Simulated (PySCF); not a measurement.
Substituent effects on chemical shifts

Parent skeleton `[CH2:1]=[CH:2][SiH2:3][N:4]=[CH2:5]`; one hydrogen on atom 3 is replaced by X. Hydrogens on one atom are averaged.

How the numbers were obtained: GIAO PBE0/pcSseg-1 shieldings, geometry: GFN2-xTB, in PySCF 2.14.0 with density-fitted response routines (relativity neglected, isolated molecule, one conformer).

Referencing at the same level of theory: 13C (σ = 186.93 ppm), 29Si (σ = 349.16 ppm), 1H (σ = 31.72 ppm) vs TMS; NH3 for 15N (σ = 267.73 ppm).

Parent (X = H): C1 142.0, C2 143.2, Si3 -35.2, N4 423.6, C5 170.7, H(C1) 6.31, H(C2) 6.83, H(Si3) 5.24, H(C5) 8.71 ppm. Effects are Δδ = δ(X) − δ(H), positive for deshielding.

Q: Give Δδ (ppm) for X = Cl, CF3, F, CHCl2, cPr, COOCH3, COCH3.

A: 
```
     X                   SMILES    C1    C2    Si3     N4    C5  H(C1)  H(C2)  H(Si3)  H(C5)
    Cl        C=C[Si@@H](Cl)N=C  +3.5  -2.1  +10.3   -6.3  +4.0  +0.12  -0.56   +0.68  +0.07
   CF3  C=C[Si@@H](N=C)C(F)(F)F  +4.3  -6.4   -6.9  -10.1  +9.0  +0.04  -0.23   +0.07  +0.30
     F         C=C[Si@@H](F)N=C  +3.6  -0.9  +11.8   +8.3  +2.2  +0.24  -0.68   +0.25  +0.10
 CHCl2    C=C[Si@H](N=C)C(Cl)Cl  +2.9  -4.6   +6.0   -9.7  +8.3  -0.04  -0.30   -0.19  +0.19
   cPr     C=C[Si@@H](N=C)C1CC1  -0.3  -1.4  +10.2   -1.9  +4.7  -0.09  -0.37   +0.00  +0.10
COOCH3    C=C[Si@H](N=C)C(=O)OC  +1.9  -1.7  -17.0   -3.6  +2.3  +0.01  +0.21   +0.03  +0.07
 COCH3     C=C[Si@H](N=C)C(C)=O  +1.1  -0.1  -12.6   +0.1  +3.5  -0.02  -0.37   -0.31  +0.12
```

Q: Which position responds most, and to which substituents?

A: Si3: from -17.0 ppm with COOCH3 to +11.8 ppm with F.

Experimental scales use liquid or dissolved standards, which lie at an offset from isolated NH3 (liquid NH3: subtract about 20 ppm). Unscaled 15N shifts of sp2 nitrogen come out 20 to 40 ppm too high even then.
